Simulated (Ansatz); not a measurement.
Ansatz (a program for electronic structure) input (CCSD(T)/STO-3G):

Ansatz 0.2 input:
```yaml
crystal:
  periodic: [false, false, false]
  atoms:
    - {symbol: N, position_ang: [2.19164445, -0.41795859, 0.83950456]}
    - {symbol: C, position_ang: [0.88040967, -0.19138968, 0.31527920]}
    - {symbol: C, position_ang: [0.09062366, -1.24655439, -0.24971919]}
    - {symbol: C, position_ang: [-1.18891843, -0.93781674, -0.68999537]}
    - {symbol: S, position_ang: [-1.36726998, 0.76123062, -0.35235814]}
    - {symbol: C, position_ang: [0.22311432, 1.00852427, 0.33747030]}
    - {symbol: H, position_ang: [2.64638509, -1.16172056, 0.32370643]}
    - {symbol: H, position_ang: [2.76544375, 0.41242333, 0.76456084]}
    - {symbol: H, position_ang: [0.50233661, -2.25504032, -0.32052683]}
    - {symbol: H, position_ang: [0.58926772, 1.95377707, 0.71524828]}
basis:
  gaussian:
    orbitals: STO-3G
total_charge: -1
magnetization: {spin_polarized: false}
correlation: {method: ccsd_t, electrons: outside_noble_gas}
```

End of the output:

```
integrals: 0.01 GiB planned
507 factors; integrals over basis functions are off by at most 4.3e-5 eV
0.11 GiB of device memory are held for the factors and their scratch space
mean field: 0.13 GiB planned
mean field evaluation 1: about -16285.9202 eV, gradient 2.7e1 eV
mean field evaluation 2: about -16286.1878 eV, gradient 2.7e1 eV
mean field evaluation 4: about -16289.0577 eV, gradient 2.6e0 eV
mean field evaluation 8: about -16289.1184 eV, gradient 5.0e-2 eV
mean field evaluation 16: about -16288.7942 eV, gradient 2.6e0 eV
mean field -16289.11701468 eV, -598.6140091293 hartree, gradient 2.3e-6 eV, S^2 0.000000; 0 other end points of the search recorded, 0 dependent functions left out; unrestricted orbitals would lower it
10 core orbitals not correlated
reference -16289.11701468 eV, -598.6140091293 hartree; 16, 16 occupied and 12, 12 virtual orbitals, 507 factors
second order -7.88269979 eV of doubles, -0.00000000 eV of singles
coupled cluster: 0.11 GiB planned
cycle   1  -8.82670076 eV  change   -9.4e-1 eV  update   1.1e-1
cycle   2  -9.34738666 eV  change   -5.2e-1 eV  update   4.1e-2
cycle   3  -9.47264317 eV  change   -1.3e-1 eV  update   1.8e-2
cycle   4  -9.48358351 eV  change   -1.1e-2 eV  update   6.3e-3
cycle   5  -9.48113087 eV  change    2.5e-3 eV  update   2.1e-3
cycle   6  -9.48021235 eV  change    9.2e-4 eV  update   7.5e-4
cycle   7  -9.48014629 eV  change    6.6e-5 eV  update   2.7e-4
cycle   8  -9.48030706 eV  change   -1.6e-4 eV  update   9.3e-5
cycle   9  -9.48035078 eV  change   -4.4e-5 eV  update   3.0e-5
cycle  10  -9.48035062 eV  change    1.5e-7 eV  update   1.2e-5
coupled cluster: 0.11 GiB planned
perturbative correction -0.24365408 eV, -0.0089541222 hartree
Total energy: -16298.84101938 eV, -598.9713597109 hartree
```

It need not be the lowest isomer of its formula. Whether it binds its extra electron was not tested at this geometry.
